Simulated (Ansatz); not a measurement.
SiN$_{2}$H$_{6}$O, closed shell: a nudged elastic band.

Input (in.yaml):

```yaml
crystal:
  periodic: [false, false, false]
  atoms:
    - {symbol: Si, position_ang: [0.378459, 0.013263, -0.990160]}
    - {symbol: O, position_ang: [-0.226767, -1.542844, -0.628717]}
    - {symbol: H, position_ang: [-1.331223, 0.044356, 0.910410]}
    - {symbol: N, position_ang: [1.517340, 0.158457, 0.337429]}
    - {symbol: N, position_ang: [-1.136148, 0.773970, 0.229002]}
    - {symbol: H, position_ang: [-0.467107, -2.035647, -1.413155]}
    - {symbol: H, position_ang: [2.391868, 0.623012, 0.152900]}
    - {symbol: H, position_ang: [1.657090, -0.632145, 0.952942]}
    - {symbol: H, position_ang: [-1.992537, 1.002079, -0.263554]}
    - {symbol: H, position_ang: [-0.790973, 1.595598, 0.713004]}
basis:
  gaussian: {orbitals: def2-SVP}
hamiltonian: {xc: pbe0, dispersion: d4}
neb:
  images: 5
  climbing: true
  max_iterations: 30
  initial_path: idpp
  f_tol: 2.0
  final_atoms:
    - {symbol: Si, position_ang: [0.650278, 1.620408, -0.532235]}
    - {symbol: O, position_ang: [-0.722291, -1.800555, 0.072692]}
    - {symbol: H, position_ang: [-0.927213, -1.006562, -0.438941]}
    - {symbol: N, position_ang: [1.568987, 0.349836, 0.147694]}
    - {symbol: N, position_ang: [-0.921416, 1.163032, 0.038906]}
    - {symbol: H, position_ang: [-0.600689, -2.502505, -0.569749]}
    - {symbol: H, position_ang: [2.565904, 0.308255, 0.016766]}
    - {symbol: H, position_ang: [1.194550, -0.485431, 0.579898]}
    - {symbol: H, position_ang: [-1.707510, 1.756993, -0.172518]}
    - {symbol: H, position_ang: [-1.100600, 0.596630, 0.857589]}
```

Launched with

```bash
ansatz run in.yaml --threads 4 --pin off --events-out ev --progress --plain --max-ram 9574MiB
```

The run's output (Ansatz 0.2.0):

```
Functional definition: PBE0
  name "PBE0"
  cite "Adamo & Barone, J. Chem. Phys. 110, 6158 (1999) doi:10.1063/1.478522"
  cite "Perdew, Burke & Ernzerhof, Phys. Rev. Lett. 77, 3865 (1996) doi:10.1103/PhysRevLett.77.3865"
  parent pbe
  parameter a = 0.25
  parameter kappa = 0.804
  parameter beta = 0.06672455060314922
  exchange = (1 - a)*pbe_x(kappa = kappa, mu = beta*pi^2/3) + a*exact_x
  correlation = pbe_c(beta = beta)
957 factors; integrals over basis functions are off by at most 3.0e-4 eV
mean field evaluation 1: about -12977.0536 eV, gradient 7.7e1 eV
mean field evaluation 2: about -12963.9695 eV, gradient 1.1e2 eV
mean field evaluation 4: about -12988.3024 eV, gradient 5.3e0 eV
mean field evaluation 8: about -12988.3721 eV, gradient 8.1e-2 eV
mean field -12988.37208300 eV, -477.3138702154 hartree, gradient 1.6e-5 eV, S^2 0.000000; 0 other end points of the search recorded, 0 dependent functions left out
the calculation of the forces begins
reference -12988.37210920 eV, -477.3138711782 hartree; 21, 21 occupied and 69, 69 virtual orbitals, 957 factors
959 factors; integrals over basis functions are off by at most 9.7e-4 eV
mean field evaluation 16: about -12975.7233 eV, gradient 8.0e1 eV
mean field -12987.81655694 eV, -477.2934550094 hartree, gradient 1.9e-5 eV, S^2 0.000000; 0 other end points of the search recorded, 0 dependent functions left out
the calculation of the forces begins
reference -12987.81658254 eV, -477.2934559499 hartree; 21, 21 occupied and 69, 69 virtual orbitals, 959 factors
NEB end point (image 0): max|allowed force component| = 3.692e-1 eV/Å (the criterion of neb.relax_end_points is 4.000e-1)
NEB end point (image 6): max|allowed force component| = 3.773e-1 eV/Å (the criterion of neb.relax_end_points is 4.000e-1)
957 factors; integrals over basis functions are off by at most 4.5e-4 eV
mean field evaluation 32: about -12974.8892 eV, gradient 7.9e1 eV
mean field -12986.97324924 eV, -477.2624640229 hartree, gradient 1.4e-5 eV, S^2 0.000000; 0 other end points of the search recorded, 0 dependent functions left out
the calculation of the forces begins
reference -12986.97327581 eV, -477.2624649995 hartree; 21, 21 occupied and 69, 69 virtual orbitals, 957 factors
957 factors; integrals over basis functions are off by at most 8.0e-4 eV
mean field evaluation 64: about -12985.0056 eV, gradient 3.2e-5 eV
mean field -12985.00558920 eV, -477.1901538502 hartree, gradient 3.2e-5 eV, S^2 0.000000; 0 other end points of the search recorded, 0 dependent functions left out
the calculation of the forces begins
reference -12985.00561600 eV, -477.1901548351 hartree; 21, 21 occupied and 69, 69 virtual orbitals, 957 factors
957 factors; integrals over basis functions are off by at most 8.6e-4 eV
mean field -12984.48035207 eV, -477.1708517417 hartree, gradient 7.1e-5 eV, S^2 0.000000; 0 other end points of the search recorded, 0 dependent functions left out
the calculation of the forces begins
reference -12984.48037872 eV, -477.1708527209 hartree; 21, 21 occupied and 69, 69 virtual orbitals, 957 factors
957 factors; integrals over basis functions are off by at most 1.2e-3 eV
mean field evaluation 96: about -12985.4600 eV, gradient 9.3e-4 eV
mean field -12985.45995493 eV, -477.2068514827 hartree, gradient 1.3e-5 eV, S^2 0.000000; 0 other end points of the search recorded, 0 dependent functions left out
the calculation of the forces begins
reference -12985.45998091 eV, -477.2068524375 hartree; 21, 21 occupied and 69, 69 virtual orbitals, 957 factors
960 factors; integrals over basis functions are off by at most 7.6e-4 eV
mean field -12986.89730809 eV, -477.2596732372 hartree, gradient 4.0e-5 eV, S^2 0.000000; 0 other end points of the search recorded, 0 dependent functions left out
the calculation of the forces begins
reference -12986.89733353 eV, -477.2596741721 hartree; 21, 21 occupied and 69, 69 virtual orbitals, 960 factors
NEB iter   1: max|band force component| = 4.375e0 eV/Å  barrier→ = 3.8860 eV  barrier← = 3.3188 eV  Δτ_max = 0.2000 Å  (185 SCF iters)
NEB iter   2: max|band force component| = 2.716e0 eV/Å  barrier→ = 2.1903 eV  barrier← = 1.6230 eV  Δτ_max = 0.2000 Å  (143 SCF iters)
NEB iter   3: max|band force component| = 7.978e0 eV/Å  barrier→ = 1.5208 eV  barrier← = 0.9536 eV  Δτ_max = 0.1002 Å  (153 SCF iters)
NEB iter   4: max|band force component| = 8.555e-1 eV/Å  barrier→ = 1.0290 eV  barrier← = 0.4617 eV  CI = image 3  CI's point: of a kind that is not told: the force calls were inconclusive, a negative curvature could not be distinguished from the path's own, the only one lies far off the path, or fixed occupations may fill a level only in part  an image goes back on the path  Δτ_max = 0.3434 Å  (1600 SCF iters)
NEB iter   5: max|band force component| = 3.241e0 eV/Å  barrier→ = 1.0290 eV  barrier← = 0.4617 eV  CI = image 3  Δτ_max = 0.2000 Å  (29 SCF iters)
NEB iter   6: max|band force component| = 1.233e0 eV/Å  barrier→ = 0.9732 eV  barrier← = 0.4060 eV  CI = image 2  Δτ_max = 0.2000 Å  (139 SCF iters)
NEB iter   7: max|band force component| = 1.174e0 eV/Å  barrier→ = 0.9162 eV  barrier← = 0.3490 eV  CI = image 3  Δτ_max = 0.1976 Å  (27 SCF iters)
NEB iter   8: max|band force component| = 1.389e0 eV/Å  barrier→ = 0.8745 eV  barrier← = 0.3072 eV  CI = image 2  Δτ_max = 0.1992 Å  (27 SCF iters)
NEB iter   9: max|band force component| = 1.790e0 eV/Å  barrier→ = 0.8243 eV  barrier← = 0.2570 eV  CI = image 2  CI's point: of a kind that is not told: the force calls were inconclusive, a negative curvature could not be distinguished from the path's own, the only one lies far off the path, or fixed occupations may fill a level only in part  Δτ_max = 0.0000 Å  (963 SCF iters)
WARN: NEB: the barrier is in doubt: a check of the path was left unfinished. Check it with more images (neb.images), a lower neb.f_tol or relaxed end points, with more memory where climbing_image_order says no_room, or from a path moved off its symmetry (neb.initial_path) where it says another_state
Total energy: -12987.70495601 eV, -477.2893537506 hartree
Atom 0 at     0.328414     0.167098    -1.031676 Å, force     0.053237    -0.042950    -0.034583 eV/Å
Atom 1 at    -0.327460    -1.476922    -0.120450 Å, force     0.116959     0.086650     0.146721 eV/Å
Atom 2 at    -1.021652    -0.643284     0.275639 Å, force     0.011622    -0.035540    -0.075505 eV/Å
Atom 3 at     1.591520     0.518860     0.135776 Å, force    -0.216730    -0.095865    -0.122392 eV/Å
Atom 4 at    -1.101241     0.712609     0.099798 Å, force    -0.105300    -0.134560    -0.062120 eV/Å
Atom 5 at    -0.706627    -2.203019    -0.628011 Å, force    -0.100559     0.098667    -0.063685 eV/Å
Atom 6 at     2.539035     0.422073    -0.214242 Å, force     0.046748    -0.004859     0.092820 eV/Å
Atom 7 at     1.506009     0.085643     1.054166 Å, force     0.163581     0.084661     0.044106 eV/Å
Atom 8 at    -1.935160     1.024516    -0.395552 Å, force     0.021839     0.061975     0.051791 eV/Å
Atom 9 at    -0.872837     1.392527     0.824652 Å, force     0.008603    -0.018178     0.022846 eV/Å
Dipole moment:    -0.343892    -0.161256     0.293548 e Å

[the SCF lines of later steps are left out]
```

The run took about 87 s on 4 CPU threads of an Arm Neoverse V2 (shared host).


The run ended normally. The force tolerance of 2 eV/Å lets the band stop early, so its barrier is not a converged value.